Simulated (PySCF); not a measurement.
**Calculated NMR parameters of C/C(=C/F)[C@H]1CCO[SiH2]O1**

* Formula: C6H11FO2Si
* SMILES: C/C(=C/F)[C@H]1CCO[SiH2]O1
* Point group of the computed structure: C1
* Degrees of unsaturation: 2
* Carbon signals: 6
* Proton signals: 9

Bonds (- single, = double, # triple, : aromatic): C1-C2, C2=C3, C3-F4, C2-C5, C5-C6, C6-C7, C7-O8, O8-Si9, Si9-O10, O10-C5. C1 carries H11, H12, H13; C3 carries H14; C5 carries H15; C6 carries H16, H17; C7 carries H18, H19; Si9 carries H20, H21. Stereochemistry as in C/C(=C/F)[C@H]1CCO[SiH2]O1. H16, H19, H20 are cis to C2 on the ring; H17, H18, H21 are trans to C2 on the ring.

No solvent model, one computed conformer, fast rotation and ring inversion assumed for equivalent nuclei, non-relativistic Hamiltonian. σ from GIAO-PBE0/pcSseg-1; GFN2-xTB structure; PySCF 2.14.0 with density-fitted response routines.

References, each an isolated molecule treated in the same way: TMS for 1H, 13C, 29Si; 19F against CFCl3; H2O for 17O.

| carbon | δC, type | δH (multiplicity) | HMBC from (2–3 bonds) | span of the C tensor (ppm) |
| --- | --- | --- | --- | --- |
| C1 | 13.0, CH3 | 1.82 (s) | H14, H15 | 19 |
| C2 | 132.2, C | – | H14, H15, H16, H11/H12/H13, H17 | 193 |
| C3 | 150.2, CH | 6.61 (m) | H15, H11/H12/H13 | 125 |
| C5 | 72.7, CH | 5.39 (m) | H14, H21, H20, H19, H18, H16, H11/H12/H13, H17 | 41 |
| C6 | 41.2, CH2 | H16 2.06 (m); H17 1.40 (m) | H15, H19, H18 | 25 |
| C7 | 66.8, CH2 | H18 4.42 (m); H19 4.49 (m) | H15, H21, H20, H16, H17 | 57 |

Other nuclei:
| atoms | nucleus | environment | δ (ppm) | σ (ppm) |
| --- | --- | --- | --- | --- |
| H21 | 1H | hydrogen on a silicon bonded to 2 O, in a 6-membered ring | 5.15 | 26.56 |
| H20 | 1H | hydrogen on a silicon bonded to 2 O, in a 6-membered ring | 5.03 | 26.68 |
| F4 | 19F | vinylic fluorine | -136.0 | 306.9 |
| Si9 | 29Si | silicon bonded to 2 O, 2 H, in a 6-membered ring | -31.4 | 380.6 |
| O10 | 17O | oxygen bonded to C, Si, in a 6-membered ring | 46.4 | 289.7 |
| O8 | 17O | oxygen bonded to C, Si, in a 6-membered ring | 33.1 | 302.9 |

- Carbon types of the structure: 1 × C, 2 × CH, 2 × CH2, 1 × CH3, leaving 2 H on heteroatoms.
- δC 150.2: alkene CH; as expected for a trigonal carbon in a double bond.
- δC 132.2: fully substituted alkene carbon; an sp2 carbon of a C=C bond.
- δC 72.7: allylic sp3 CH bonded to O; deshielded by the electronegative neighbour.
- δC 66.8: sp3 CH2 bonded to O; pulled downfield by the heteroatom.
- δH 4.49, 4.42: hydrogen on an sp3 CH2 bonded to O; its carbon carries O, which withdraws density.

Splittings by 19F in the carbon and heteronuclear signals aren't shown, as no couplings were computed. Shifts are as computed. Against solution values, carbons near 30 ppm lie about +3 ppm off and those near 130 ppm about +5 ppm. Of 1211 compounds with measured shifts, 218 miss one by over three times the rms of a fit or turn the order of signals round; such compounds aren't used in these exercises. Unscaled 19F shifts against computed CFCl3 carry errors that often reach 10 to 50 ppm. Experimental scales use liquid or dissolved standards, which lie at an offset from isolated H2O (liquid H2O: subtract about 36 ppm). No couplings were computed; multiplicities are counted from neighbouring protons, with m where these are inequivalent, close in shift, in a saturated or five-membered ring or joined by F or P, and br s for small geminal =CH2 splittings.
